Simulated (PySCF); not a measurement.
# Bonds of Sn to Cl, Br, O

PBE0 in PySCF with def2-TZVPP on every atom (core potentials on Sn), for the lowest determinant that a PBE0 search found; no spin–orbit coupling. D0 is De less the harmonic zero-point energy.

```json
{"X": "Cl", "state of SnX": "doublet (π ↑)", "D0(SnX) (eV)": "3.93", "D0(X₂) (eV)": "2.54"}
{"X": "Br", "state of SnX": "doublet (π ↑)", "D0(SnX) (eV)": "3.55", "D0(X₂) (eV)": "2.24"}
{"X": "O", "state of SnX": "singlet (closed shell)", "D0(SnX) (eV)": "5.28", "D0(X₂) (eV)": "5.29"}
```

Give the energy of Sn + X₂ → SnX + X at 0 K for each X.

Cl: 2.54 − 3.93 = -1.39 eV; Br: 2.24 − 3.55 = -1.31 eV; O: 5.29 − 5.28 = +0.01 eV (PBE0/def2-TZVPP; negative means exothermic).

Does an atom of Br displace O from SnO?

SnO + Br → SnBr + O has ΔE = 5.28 − 3.55 = +1.73 eV at PBE0/def2-TZVPP, so it is uphill.

Gas-phase diatomics only hint at surface chemistry, where an atom holds several bonds.

These are scalar-relativistic numbers at best; spin–orbit coupling would shift them, the dissociation energy most. States were picked by a PBE0 search and need not be the measured ground states.
